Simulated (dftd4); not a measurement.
C2H5, doublet, geometry from GFN2-xTB; D4 for b3lyp (dftd4 4.2.0).

Input for dftd4:
```
$ dftd4 mol.xyz --func b3lyp --charge 0 --json dftd4.json --noedisp --property

# file mol.xyz
7

C     -0.02614715    -0.68564880    -0.01471818
C      0.00914777     0.78429993     0.01653914
H      0.98817534    -1.11000404    -0.01568722
H     -0.53087951    -1.08690884     0.86435588
H     -0.52155198    -1.05009079    -0.91400379
H      0.10921562     1.30609826     0.94783358
H      0.05703688     1.34899869    -0.89342413
```

### Question
What does dftd4 print? Leave out banner, timings and long lists.

### Answer

```
                    ____  _____ _____     ____  _  _
      -------------|  _ \|  ___|_   _|---|  _ \| || |------------
     |             | | | | |_    | | ___ | | | | || |_           |
     |             | |_| |  _|   | ||___|| |_| |__   _|          |
     |             |____/|_|     |_|     |____/   |_|            |
     |             ===================================           |
     |            E. Caldeweyher, S. Ehlert & S. Grimme          |
     |          Mulliken Center for Theoretical Chemistry        |
     |                    University of Bonn                     |
      -----------------------------------------------------------

Rational (Becke-Johnson) damping: b3lyp-D4-ATM
---------------------
  s6         1.0000
  s8         2.0293
  s9         1.0000
  a1         0.4087
  a2         4.5381
 alp        16.0000
--------------------

Atomic data, radii in Ångström:
------------------------------------------------------
   Z          R(cov)      r4/r2   hardness         EN
------------------------------------------------------
   6 C        1.0000     1.6431     0.4220     2.5500
   1 H        0.4267     1.0622     0.4726     2.2000
------------------------------------------------------

Atomic reference systems (in atomic units):
----------------------------------------------------------------------------
   Z        #      CN     q+Z       C6(AA)   #      CN     q+Z       C6(AA)
----------------------------------------------------------------------------
   6 C      1  0.0000  6.0000      49.3833   2  0.9189  5.8288      52.1688
            3  1.9079  5.8579      35.6972   4  2.8312  5.7775      35.8445
            5  3.7487  5.7435      28.6317   6  2.9183  5.8956      32.2504
            7  0.8556  6.2103      25.6194
   1 H      1  0.0000  1.0000       7.6362   2  0.8942  1.0000       3.0374
----------------------------------------------------------------------------

Atomic properties (in atomic units):
----------------------------------------------------------------------------
     #    Z              CN          q      C6(AA)        C8(AA)   alpha(0)
----------------------------------------------------------------------------
     1    6 C        3.7508    -0.2308     28.1482      814.0935     7.6569
     2    6 C        2.8311    -0.2572     36.8933     1067.0189     9.9216
     3    1 H        0.9233     0.0912      1.8678       22.5789     2.1373
     4    1 H        0.9245     0.0921      1.8585       22.4662     2.1319
     5    1 H        0.9246     0.0921      1.8583       22.4643     2.1318
     6    1 H        0.9263     0.1063      1.7288       20.8988     2.0561
     7    1 H        0.9264     0.1063      1.7287       20.8968     2.0560
----------------------------------------------------------------------------

Molecular properties (in atomic units):
----------------------------------------
 molecular C6                 326.9891
 molecular C8                7136.5235
----------------------------------------

Dispersion energy:      -3.6515879600285E-03 Eh

[Info] JSON dump of results written to 'dftd4.json'
```
